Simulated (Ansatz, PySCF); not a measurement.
Gas-phase reaction (SMILES): CB(C)F + O (H2O) -> CB(C)O + F (HF); water cleaves one B-F bond, a model of a ligand-exchange step.

Each molecule is optimised on its own at B3LYP-D3(BJ)/def2-TZVP (Ansatz, an electronic-structure program), one conformer each, not searched for the lowest. Cores are frozen in the correlated levels unless marked. No spin-orbit coupling. No relativistic terms. Basis-set limits of correlation are two-point, X^-3; Hartree-Fock from the larger set. The bracket is a focal-point correction in the basis named. Thermal terms are rigid-rotor harmonic-oscillator values from B3LYP-D3(BJ) frequencies (Ansatz or PySCF) at 298.15 K and 1 atm. 1 Eh = 627.5095 kcal/mol.

| species | E, RI-MP2/CBS(aug-cc-pVTZ,aug-cc-pVQZ)+[CCSD(T)-MP2]/aug-cc-pVTZ (Ansatz) (Eh) | E, wB97M-V/def2-TZVPD (Ansatz) (Eh) | H - E (Eh) | G - E (Eh) |
|---|---|---|---|---|
| CB(C)F | -204.38178 | -204.58652 | 0.08606 | 0.04998 |
| O (H2O) | -76.37791 | -76.43347 | 0.02495 | 0.00353 |
| CB(C)O | -180.36129 | -180.55255 | 0.09892 | 0.06308 |
| F (HF) | -100.39388 | -100.46200 | 0.01259 | -0.00713 |

Q: Work out ΔE and ΔH, ΔG, ΔS and the equilibrium constant at 298.15 K at the first level, then ΔH at the second.

A: 
1. ΔE = [(-180.36129) + (-100.39388)] - [(-204.38178) + (-76.37791)] = 0.00452 Eh = 2.8 kcal/mol at RI-MP2/CBS(aug-cc-pVTZ,aug-cc-pVQZ)+[CCSD(T)-MP2]/aug-cc-pVTZ.
2. The terms H - E add up to 0.00050 Eh, so ΔH = (0.00452 + (0.00050))×627.5095 = 3.2 kcal/mol.
3. The terms G - E add up to 0.00244 Eh, so ΔG = 4.4 kcal/mol, and ΔS = (0.00050 - (0.00244))×627509.5/298.15 = -4.1 cal/(mol K).
4. log10 K = -ΔG/(RT ln 10) = -3.2, with RT ln 10 = 1.3642 kcal/mol.
5. At wB97M-V/def2-TZVPD the same steps give ΔE = 3.4 and ΔH = 3.7 kcal/mol, a shift of +0.5 from the first level.
6. These values are not checked against measurement here, since the tables used lack a sound gas-phase enthalpy of formation for at least one species.
